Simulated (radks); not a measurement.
Ba II, 55 electrons, occupied as [Xe] 6s1.

All-electron calculation, scalar-relativistic Kohn-Sham, BLYP, spin-polarised, spherical densities, finite nucleus; open shells are filled with parallel spins first (spin-orbit coupling, left out, can overturn this in heavy ions); Fermi nuclear charge, rms radius 4.8378 fm. Program: a radial shooting solver on a logarithmic mesh with Libxc functionals.

Energy parts (eV):
| part | energy |
|---|---|
| total | -221385.24 |
| kinetic | 233699.70 |
| electron-nucleus | -535338.87 |
| Hartree | 85642.99 |
| exchange-correlation | -5389.07 |

Orbitals (lengths in bohr, moments of r in powers of bohr; <r^-3> diverges for s and p1/2):
1s up: occ. 1; eigenvalue (eV) -37267.22; <r> 0.02558
1s down: occ. 1; eigenvalue (eV) -37267.21; <r> 0.02558
2s up: occ. 1; eigenvalue (eV) -5895.247; <r> 0.1098
2s down: occ. 1; eigenvalue (eV) -5895.241; <r> 0.1098
2p up: occ. 3; eigenvalue (eV) -5287.587; <r> 0.09618; <r^-3> 7028
2p down: occ. 3; eigenvalue (eV) -5287.581; <r> 0.09618; <r^-3> 7028
3s up: occ. 1; eigenvalue (eV) -1248.472; <r> 0.2920
3s down: occ. 1; eigenvalue (eV) -1248.464; <r> 0.2920
3p up: occ. 3; eigenvalue (eV) -1053.654; <r> 0.2900; <r^-3> 1382
3p down: occ. 3; eigenvalue (eV) -1053.646; <r> 0.2900; <r^-3> 1382
3d up: occ. 5; eigenvalue (eV) -770.4965; <r> 0.2666; <r^-3> 189.9
3d down: occ. 5; eigenvalue (eV) -770.4883; <r> 0.2666; <r^-3> 189.9
4s up: occ. 1; eigenvalue (eV) -249.1935; <r> 0.6739
4s down: occ. 1; eigenvalue (eV) -249.1762; <r> 0.6739
4p up: occ. 3; eigenvalue (eV) -186.3455; <r> 0.7156; <r^-3> 289.2
4p down: occ. 3; eigenvalue (eV) -186.3264; <r> 0.7156; <r^-3> 289.3
4d up: occ. 5; eigenvalue (eV) -95.1025; <r> 0.8006; <r^-3> 31.93
4d down: occ. 5; eigenvalue (eV) -95.0772; <r> 0.8006; <r^-3> 31.93
5s up: occ. 1; eigenvalue (eV) -39.1209; <r> 1.636
5s down: occ. 1; eigenvalue (eV) -39.0612; <r> 1.635
5p up: occ. 3; eigenvalue (eV) -24.1236; <r> 1.918; <r^-3> 39.22
5p down: occ. 3; eigenvalue (eV) -24.0390; <r> 1.912; <r^-3> 39.40
6s up: occ. 1; eigenvalue (eV) -7.7911; <r> 4.283

The highest occupied level is 6s up at -7.791 eV. The spin density at the nucleus is 17.14 e/bohr^3 (1s 0.07, 2s 0.02, 3s 0.00, 4s 0.00, 5s -0.07, 6s 17.13). Spin moment in Bohr magnetons: 1.
